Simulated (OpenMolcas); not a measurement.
Mn2+ in a point-charge field

Mn2+ among 3 point charges of -1.95 e arranged as a planar triangle (D3h), 1.85 Å from the ion.

```
Program             : OpenMolcas
Method              : CASSCF
Basis               : ANO-RCC-VDZP [5s4p2d1f]
Scalar Hamiltonian  : DKH2, point nucleus
Active space        : 5 electrons in 5 orbitals (3d)
State averaging     : 2S+1 = 6 even, 1 root; 2S+1 = 4 even, 24 roots; 2S+1 = 2 even, 75 roots
Spin-orbit coupling : state interaction with AMFI integrals over the reference wave functions
```

The lowest spin-free states (labels of D3, the rotations of D3h), above the lowest:

```json
{"State": "6A1", "Degeneracy": "1", "E (cm-1)": "0.0", "Free-ion L (%)": "S (100)"}
{"State": "4E", "Degeneracy": "2", "E (cm-1)": "24520", "Free-ion L (%)": "G (58)"}
{"State": "4A2", "Degeneracy": "1", "E (cm-1)": "26646", "Free-ion L (%)": "G (85)"}
{"State": "4A1", "Degeneracy": "1", "E (cm-1)": "26734", "Free-ion L (%)": "G (85)"}
{"State": "4E", "Degeneracy": "2", "E (cm-1)": "28548", "Free-ion L (%)": "P (43)"}
{"State": "4E", "Degeneracy": "2", "E (cm-1)": "29043", "Free-ion L (%)": "G (82)"}
{"State": "4A1", "Degeneracy": "1", "E (cm-1)": "30155", "Free-ion L (%)": "G (98)"}
{"State": "4E", "Degeneracy": "2", "E (cm-1)": "31468", "Free-ion L (%)": "G (100)"}
{"State": "4E", "Degeneracy": "2", "E (cm-1)": "35265", "Free-ion L (%)": "D (61)"}
{"State": "4A2", "Degeneracy": "1", "E (cm-1)": "36427", "Free-ion L (%)": "P (100)"}
{"State": "4A1", "Degeneracy": "1", "E (cm-1)": "38172", "Free-ion L (%)": "D (98)"}
{"State": "2E", "Degeneracy": "2", "E (cm-1)": "40092", "Free-ion L (%)": "I (58)"}
{"State": "2A1", "Degeneracy": "1", "E (cm-1)": "40882", "Free-ion L (%)": "I (86)"}
{"State": "2E", "Degeneracy": "2", "E (cm-1)": "41007", "Free-ion L (%)": "I (83)"}
{"State": "2A2", "Degeneracy": "1", "E (cm-1)": "41085", "Free-ion L (%)": "I (75)"}
{"State": "2A1", "Degeneracy": "1", "E (cm-1)": "41104", "Free-ion L (%)": "I (75)"}
{"State": "2E", "Degeneracy": "2", "E (cm-1)": "41732", "Free-ion L (%)": "I (91)"}
{"State": "2E", "Degeneracy": "2", "E (cm-1)": "42453", "Free-ion L (%)": "I (86)"}
{"State": "4E", "Degeneracy": "2", "E (cm-1)": "43071", "Free-ion L (%)": "P (43)"}
{"State": "2E", "Degeneracy": "2", "E (cm-1)": "43908", "Free-ion L (%)": "D (33)"}
```

The lowest levels with spin-orbit coupling:

| E (cm-1) | Degeneracy | Label | 2S+1 | g |
| --- | --- | --- | --- | --- |
| 0.0 | 2 | E1/2 | 6 | 2.00 6.01 6.01 |
| 0.3 | 2 | E3/2 | 6 | 0.00 0.00 6.01 |
| 0.9 | 2 | E1/2 | 6 | 0.00 0.00 10.01 |
| 24236 | 2 | E1/2 | 4 | 0.00 0.00 2.05 |
| 24408 | 2 | E3/2 | 4 | 0.00 0.00 1.95 |
| 24593 | 2 | E1/2 | 4 | 0.02 0.02 5.95 |
| 24788 | 2 | E1/2 | 4 | 0.01 0.01 9.95 |
| 26559 | 2 | E3/2 | 4 | 0.00 0.00 0.38 |
| 26635 | 2 | E1/2 | 4 | 2.13 2.74 2.74 |
| 26757 | 2 | E1/2 | 4 | 2.75 2.75 6.14 |
| 26827 | 2 | E3/2 | 4 | 0.00 0.00 11.62 |
| 28116 | 2 | E1/2 | 4 | 0.16 0.16 4.05 |
| 28412 | 2 | E1/2 | 4 | 0.05 0.05 0.05 |
| 28698 | 2 | E3/2 | 4 | 0.00 0.00 3.95 |
| 28940 | 2 | E1/2 | 4 | 0.68 0.68 3.97 |
| 28978 | 2 | E1/2 | 4 | 0.00 0.00 7.95 |
| 29000 | 2 | E1/2 | 4 | 0.04 0.99 0.99 |
| 29070 | 2 | E3/2 | 4 | 0.00 0.00 4.00 |
| 29150 | 2 | E1/2 | 4 | 0.00 0.00 8.00 |
| 30154 | 2 | E1/2 | 4 | 2.00 4.36 4.36 |

Powder χT (cm3 K/mol): 4.37 at 2 K, 4.39 at 10 K, 4.39 at 50 K, 4.39 at 100 K, 4.39 at 200 K, 4.39 at 300 K. The effective moment at 300 K is 2.828 √(χT) = 5.92 μB.

The lowest level has 2S+1 = 6, for which the spin-only value is χT = S(S+1) / 2 = 4.375 cm3 K/mol (g = 2). The computed 4.386 at 300 K differs by +0.011, little more than the free-electron g of 2.0023 accounts for.

Without dynamic correlation the repulsion within the d shell is too large (B by tens of per cent), so at a given field states of lower spin stand too high. Point charges carry no covalency, so the field is a model and not that of real ligands. No measured value stands beside these numbers.

The RASSCF and RASSI steps took 26 s on 1 thread of Arm Neoverse V1 (shared host); the integral step is not counted.
